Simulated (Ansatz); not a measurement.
The cluster Mg₅. Charge 0, multiplicity 3. Geometry B3LYP/def2-SVPD, that of the charge -1 doublet; atoms count from 1.

```xyz
5

Mg   -0.309   -2.821   -1.933
Mg   -1.854    2.781    0.786
Mg   -0.843   -0.018   -0.443
Mg    1.893   -1.483    0.111
Mg    1.113    1.540    1.479
```

At PBE0/def2-TZVPD a singlet of charge 0 lies 0.73 eV below the triplet at the same geometry. The structure comes from a short search, and lower isomers may exist.

Estimate the Mulliken populations from the PBE0/def2-TZVPD orbitals of Ansatz.


```json
{"atom": "Mg1", "charge (e)": "0.02", "spin (α − β)": "0.27"}
{"atom": "Mg2", "charge (e)": "0.02", "spin (α − β)": "0.27"}
{"atom": "Mg3", "charge (e)": "-0.02", "spin (α − β)": "0.29"}
{"atom": "Mg4", "charge (e)": "-0.01", "spin (α − β)": "0.59"}
{"atom": "Mg5", "charge (e)": "-0.01", "spin (α − β)": "0.59"}
```
Mulliken values and Mayer orders depend strongly on the basis. With diffuse functions, as here, like atoms can get unlike values, and bond orders can come out too low or too high.

Where does the spin sit?

Summed by element: Mg 2.00, of 2 unpaired in all. Largest on single atoms: Mg4 0.59, Mg5 0.59, Mg3 0.29.

And the Mayer bond orders between bonded heavy atoms (over 0.3)?

Mg1–Mg3 0.30 (3.22 Å); Mg1–Mg4 0.58 (3.29 Å); Mg2–Mg3 0.30 (3.22 Å); Mg2–Mg5 0.58 (3.29 Å); Mg3–Mg4 0.50 (3.15 Å); Mg3–Mg5 0.50 (3.15 Å); Mg4–Mg5 0.62 (3.41 Å).
